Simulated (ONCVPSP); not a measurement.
Potentials for germanium compared

Generated with ld1.x 7.5 (TM, RRKJ, ultrasoft, PAW), atompaw 4.2 or ONCVPSP 4.0.1. The cutoff is in Ry: for ld1.x and atompaw files where the sum of valence levels is converged to 10 mRy in a Bessel basis, for ONCV files where the hardest occupied wave has 1 mHa per electron of residual kinetic energy. The error is the largest all-electron minus pseudo excitation energy over each file’s own four to seven test configurations (ionisations up to +4, promotions, holes and added fractions of an electron), all of which were solved. The labels leave out finer settings (local radius, basis sizes, second energies), which also bear on the numbers. Spin-polarised tests are not counted. The rows are a selection from randomly drawn settings: files with unsolved tests, undetermined cutoffs or missed reference levels are left out.

A true bound ghost makes a file unfit for plane-wave use even where its test errors are small: the radial tests pick states by their node count and pass the ghost by.

| potential | cutoff (Ry) | largest error (meV) | bound ghosts |
| --- | --- | --- | --- |
| ONCV, PBE, scalar-relativistic, rc 1.70/1.95 (sp), local s, core correction yes, reference 4s2 4p2, qcut 3.2/4.7, projectors 0/1 | 48 | -634 | none |
| ONCV, revPBE, scalar-relativistic, rc 1.50/2.25/0.95 (spd), local smoothed, core correction yes, reference 3d10 4s1 4p3, qcut 4.7/4.2/18.3, projectors 2/2/2 | 263 | -4.8 | s |

Fill in the row for Ge: ONCV, LDA (Perdew-Wang 92), scalar-relativistic, rc 1.40/2.15 (sp), local smoothed, core correction no, reference 4s2 4p1, qcut 4.2/4.9, projectors 2/2.

cutoff 20 Ry, largest error +218 meV, bound ghosts: s.

Fill in the row for Ge: ONCV, PBE, scalar-relativistic, rc 0.90/0.65/0.85 (spd), local smoothed, core correction yes, reference 3s2 3p6 3d10 4s2, qcut 14.4/13.7/14.6, projectors 2/2/2.

cutoff 645 Ry, largest error -2.6 meV, bound ghosts: none.

Fill in the row for Ge: ONCV, revPBE, scalar-relativistic, rc 1.25/1.30/0.70 (spd), local d, core correction yes, reference 3s2 3p6 3d10 4s2 4p1.75, qcut 11.5/13.5/17, projectors 2/3/0.

cutoff 282 Ry, largest error -5.2 meV, bound ghosts: none.
